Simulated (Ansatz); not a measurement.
Steps of a relaxation of C3H11AlO (`[CH3][Al-]([CH3])([CH3])[OH2+]`) with RKS PBE-D4/def2-SVP.

```sh
$ ansatz run in.yaml --threads 2 --pin off --events-out ev --progress --plain --max-ram 32768MiB --backend cpu
```

```yaml
crystal:
  periodic: [false, false, false]
  atoms:
    - {symbol: C, position_ang: [-0.486900, 0.700700, -1.616900]}
    - {symbol: Al, position_ang: [-0.104400, 0.027400, 0.175700]}
    - {symbol: C, position_ang: [1.719800, 0.562300, 0.654000]}
    - {symbol: C, position_ang: [-0.160200, -1.943700, 0.146000]}
    - {symbol: O, position_ang: [-1.277300, 0.700300, 1.390700]}
    - {symbol: H, position_ang: [-0.459100, 1.867900, -1.615900]}
    - {symbol: H, position_ang: [0.206400, 0.335700, -2.366000]}
    - {symbol: H, position_ang: [-1.529500, 0.465300, -1.910500]}
    - {symbol: H, position_ang: [2.002100, 0.172900, 1.713100]}
    - {symbol: H, position_ang: [1.828600, 1.668700, 0.709100]}
    - {symbol: H, position_ang: [2.452400, 0.153800, -0.059700]}
    - {symbol: H, position_ang: [0.034400, -2.346200, 1.170600]}
    - {symbol: H, position_ang: [0.427400, -2.334300, -0.614600]}
    - {symbol: H, position_ang: [-1.294200, -2.238500, -0.104100]}
    - {symbol: H, position_ang: [-1.215900, 1.674300, 1.304100]}
    - {symbol: H, position_ang: [-2.166500, 0.510700, 1.068600]}
basis:
  gaussian: {orbitals: def2-SVP}
hamiltonian: {xc: pbe, dispersion: d4}
relax: {f_tol: 0.03, max_steps: 200}
```

Positions (Å) and forces (eV/Å) along the path, 8 of 22 steps:

```xyz
16
step=1 energy=-11917.7925 eV
C    -0.487    0.701   -1.617   -1.510    2.499    0.828
Al   -0.104    0.027    0.176    3.233   -2.085   -2.345
C     1.720    0.562    0.654   -0.057    0.299    2.306
C    -0.160   -1.944    0.146   -4.537    0.844    2.401
O    -1.277    0.700    1.391   -0.854    1.151    1.196
H    -0.459    1.868   -1.616    0.136   -1.310   -0.283
H     0.206    0.336   -2.366    0.510   -0.296   -0.497
H    -1.530    0.465   -1.911   -0.086   -0.137   -0.434
H     2.002    0.173    1.713   -0.137    0.410   -1.241
H     1.829    1.669    0.709    0.344    0.026   -0.098
H     2.452    0.154   -0.060    0.098   -0.047   -0.203
H     0.034   -2.346    1.171    0.205   -0.302   -0.448
H     0.427   -2.334   -0.615    1.707   -1.118   -1.802
H    -1.294   -2.239   -0.104    1.861    0.142    0.361
H    -1.216    1.674    1.304    0.059    0.244    0.303
H    -2.167    0.511    1.069   -0.972   -0.321   -0.043
16
step=2 energy=-11918.6677 eV
C    -0.581    0.787   -1.641   -0.283    0.714    0.414
Al    0.040   -0.048    0.072    1.167   -0.840   -1.073
C     1.787    0.647    0.753   -0.190   -0.128    0.612
C    -0.274   -2.029    0.193   -1.420    0.504    0.449
O    -1.203    0.664    1.290   -1.032    0.914    0.887
H    -0.544    1.918   -1.666    0.077   -0.518    0.029
H     0.119    0.446   -2.419    0.139   -0.087   -0.384
H    -1.610    0.517   -1.974    0.097   -0.115   -0.034
H     2.075    0.262    1.773   -0.152    0.094   -0.449
H     1.925    1.753    0.789   -0.042   -0.077   -0.117
H     2.543    0.250    0.050    0.247    0.021   -0.094
H    -0.048   -2.460    1.193    0.228   -0.060   -0.157
H     0.343   -2.486   -0.578    0.528   -0.518   -0.365
H    -1.341   -2.363   -0.040    0.729    0.338    0.094
H    -1.138    1.646    1.262    0.003   -0.166    0.129
H    -2.115    0.473    0.989   -0.094   -0.078    0.061
16
step=6 energy=-11918.8978 eV
C    -0.568    0.786   -1.690    0.011   -0.017    0.010
Al    0.134   -0.113   -0.052   -0.026    0.010   -0.012
C     1.798    0.625    0.743   -0.003   -0.006   -0.012
C    -0.274   -2.042    0.173    0.034    0.000   -0.009
O    -1.223    0.678    1.321   -0.022    0.046   -0.028
H    -0.536    1.898   -1.641    0.000    0.003   -0.002
H     0.049    0.507   -2.574   -0.008    0.002    0.009
H    -1.611    0.497   -1.951    0.005    0.003    0.000
H     1.986    0.252    1.773    0.004   -0.001    0.006
H     1.828    1.737    0.781   -0.002   -0.002    0.000
H     2.680    0.322    0.136   -0.007    0.004    0.008
H    -0.037   -2.413    1.193   -0.002   -0.004   -0.001
H     0.336   -2.651   -0.532   -0.012    0.009    0.016
H    -1.334   -2.306   -0.038   -0.007    0.003   -0.002
H    -1.109    1.648    1.392    0.011   -0.045    0.007
H    -2.143    0.553    1.011    0.024   -0.006    0.012
16
step=7 energy=-11918.8983 eV
C    -0.569    0.779   -1.695    0.013   -0.017    0.005
Al    0.130   -0.120   -0.055   -0.019    0.003   -0.013
C     1.787    0.628    0.747   -0.003   -0.009   -0.017
C    -0.274   -2.049    0.171    0.032    0.010   -0.010
O    -1.216    0.681    1.318    0.025   -0.068    0.002
H    -0.547    1.891   -1.642    0.001   -0.001   -0.002
H     0.057    0.509   -2.575   -0.009    0.002    0.011
H    -1.608    0.483   -1.966    0.008    0.002    0.005
H     1.983    0.244    1.772    0.000   -0.002    0.006
H     1.803    1.739    0.799   -0.001    0.004    0.000
H     2.672    0.345    0.136   -0.001    0.001    0.002
H    -0.029   -2.421    1.189   -0.003   -0.001   -0.004
H     0.330   -2.657   -0.540   -0.011    0.006    0.014
H    -1.336   -2.311   -0.032   -0.005    0.001   -0.002
H    -1.067    1.641    1.412    0.029    0.081    0.022
H    -2.139    0.595    1.008   -0.056   -0.014   -0.021
16
step=11 energy=-11918.9013 eV
C    -0.578    0.765   -1.699   -0.013    0.016   -0.014
Al    0.116   -0.130   -0.060    0.014   -0.011    0.023
C     1.762    0.636    0.754   -0.011   -0.002    0.002
C    -0.258   -2.065    0.160   -0.008    0.008    0.004
O    -1.232    0.674    1.311   -0.156    0.101   -0.062
H    -0.537    1.876   -1.654    0.000   -0.001   -0.001
H     0.036    0.476   -2.581    0.001   -0.005   -0.002
H    -1.623    0.483   -1.960   -0.003   -0.001   -0.003
H     1.960    0.254    1.779    0.002    0.000   -0.001
H     1.770    1.748    0.806   -0.002   -0.002   -0.004
H     2.652    0.361    0.145    0.000    0.000    0.002
H    -0.013   -2.432    1.179    0.002   -0.003    0.001
H     0.351   -2.669   -0.549    0.006    0.002   -0.002
H    -1.318   -2.334   -0.044    0.005    0.001    0.000
H    -0.970    1.595    1.524   -0.040   -0.117   -0.025
H    -2.137    0.738    0.934    0.202    0.014    0.082
16
step=17 energy=-11918.9137 eV
C    -0.625    0.734   -1.705    0.007   -0.008   -0.001
Al    0.077   -0.156   -0.064   -0.009    0.051    0.020
C     1.698    0.651    0.772    0.003   -0.008   -0.021
C    -0.221   -2.100    0.143    0.031   -0.025   -0.032
O    -1.300    0.690    1.266    0.014   -0.018   -0.017
H    -0.568    1.845   -1.680    0.001   -0.002    0.004
H    -0.022    0.423   -2.587   -0.004    0.002   -0.006
H    -1.675    0.459   -1.956    0.001   -0.003    0.002
H     1.889    0.301    1.811   -0.004    0.001    0.002
H     1.703    1.764    0.787   -0.008   -0.004    0.000
H     2.600    0.359    0.190    0.002    0.001    0.008
H     0.016   -2.467    1.164   -0.012   -0.001    0.012
H     0.433   -2.672   -0.554   -0.012    0.017    0.014
H    -1.263   -2.406   -0.090   -0.010   -0.002    0.009
H    -0.815    1.350    1.801   -0.004   -0.005    0.001
H    -1.951    1.203    0.747    0.005    0.005    0.004
16
step=21 energy=-11918.9147 eV
C    -0.632    0.732   -1.715    0.001   -0.001    0.000
Al    0.077   -0.153   -0.074   -0.009   -0.004    0.000
C     1.694    0.657    0.765    0.004    0.003   -0.001
C    -0.217   -2.099    0.140   -0.001    0.000    0.003
O    -1.305    0.679    1.250    0.000    0.079    0.019
H    -0.574    1.843   -1.692    0.000    0.001   -0.002
H    -0.038    0.419   -2.602    0.000    0.001    0.000
H    -1.684    0.457   -1.953    0.002    0.000    0.002
H     1.861    0.335    1.818    0.000    0.001   -0.005
H     1.704    1.770    0.750    0.001   -0.005    0.000
H     2.608    0.343    0.213   -0.004    0.001    0.003
H    -0.015   -2.453    1.174    0.000    0.000   -0.005
H     0.460   -2.677   -0.528   -0.001    0.002    0.003
H    -1.252   -2.409   -0.120    0.005    0.002    0.000
H    -0.816    1.255    1.874   -0.042   -0.042   -0.052
H    -1.892    1.278    0.745    0.044   -0.038    0.034
16
step=22 energy=-11918.9148 eV
C    -0.631    0.732   -1.714   -0.002   -0.002    0.001
Al    0.076   -0.153   -0.073    0.002    0.000   -0.002
C     1.694    0.657    0.765    0.001    0.002    0.000
C    -0.217   -2.099    0.140   -0.001    0.001    0.000
O    -1.305    0.679    1.252    0.000    0.029    0.006
H    -0.574    1.843   -1.691    0.000    0.000    0.000
H    -0.037    0.420   -2.601    0.000    0.000    0.001
H    -1.683    0.457   -1.953    0.000    0.000   -0.001
H     1.862    0.334    1.817    0.001    0.000    0.000
H     1.704    1.770    0.751   -0.001   -0.002    0.000
H     2.606    0.343    0.210   -0.001   -0.001    0.001
H    -0.013   -2.454    1.174    0.000    0.000   -0.001
H     0.459   -2.677   -0.529    0.000    0.001    0.001
H    -1.252   -2.409   -0.119    0.001    0.000    0.000
H    -0.817    1.260    1.870   -0.014   -0.016   -0.017
H    -1.895    1.274    0.746    0.015   -0.013    0.011
```

Run time 45 s (2 threads of an AMD EPYC 7R13 on a shared host); peak host memory 0.21 GiB.
